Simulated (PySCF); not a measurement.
NP, charge -1, doublet, at a GFN2-xTB geometry (a state made from the parent by changing its charge; the spin is typed, not shown lowest). Base run: CCSD/6-31G* (PySCF).

Input for PySCF:
```python
from pyscf import gto, scf, cc

mol = gto.Mole()
mol.atom = '''
    N    -0.000000   -0.000000   -1.033215
    P     0.000000    0.000000    0.482167
'''
mol.basis = '6-31g*'
mol.charge = -1
mol.spin = 1
mol.verbose = 4
mol.build()

mf = scf.UHF(mol)
mf.kernel()

mycc = cc.CCSD(mf)
mycc.kernel()
print('E(CCSD) = %.10f' % mycc.e_tot)
mf.analyze()
```

Variants of this job, named by their change:

| change | ΔE vs base (kcal/mol) | MP2 correlation (Eh) | CC correlation without the perturbative part (Eh) | basis functions |
|---|---|---|---|---|
| base | 0.000 | -0.26758 | -0.28064 | 32 |
| cc.direct = True | 0.000 | -0.26758 | -0.28064 | 32 |
| cc.level_shift = 0.2 | 0.000 | -0.26758 | -0.28064 | 32 |
| frozen = 7 | ? | ? | ? | 32 |
| cc.conv_tol = 1e-9 | 0.000 | -0.26758 | -0.28064 | 32 |
| frozen = 5 | ? | ? | ? | 32 |
| method = ccsd(t) | ? | -0.26758 | -0.28064 | 32 |
| cc.diis_space = 10 | 0.000 | -0.26758 | -0.28064 | 32 |
| cc.conv_tol = 1e-5 | 0.000 | -0.26758 | -0.28064 | 32 |
| cc.diis_space = 3 | 0.000 | -0.26758 | -0.28064 | 32 |

Problem. Some entries are withheld; supply them.

Solution. 
- frozen = 7, ΔE vs base (kcal/mol): 41.13
- frozen = 7, MP2 correlation (Eh): -0.20227
- frozen = 7, CC correlation without the perturbative part (Eh): -0.21510
- frozen = 5, ΔE vs base (kcal/mol): 4.36
- frozen = 5, MP2 correlation (Eh): -0.25978
- frozen = 5, CC correlation without the perturbative part (Eh): -0.27369
- method = ccsd(t), ΔE vs base (kcal/mol): -7.58

Open shells are given as the SCF converged; they aren't shown to be the lowest states, and a large step between rows can be another state.
